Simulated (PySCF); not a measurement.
How methods differ on the excitation energy of Al⁺

Al⁺ [Ne] 3s2 (1S) → Al⁺ [Ne] 3s1 3p1 (3P), as a difference of total energies. Computed with PySCF 2.14 in aug-cc-pCVTZ-DK, with scalar relativity by spin-free X2C-1e. Correlated levels: valence: [Ne] frozen. The calculations carry no spin-orbit coupling.

```tsv
method	excitation energy (eV)	error (eV)
UHF	3.578	-1.073
MP2 (valence)	4.272	-0.379
SCS-MP2 (valence)	4.471	-0.180
CCSD (valence)	4.534	-0.117
```

Reference: 4.651 eV (measured; NIST levels, between the centres of gravity of the two terms).

Errors of the correlated levels include the incompleteness of this basis and the frozen core.

With two correlated electrons CCSD is exact in that space.
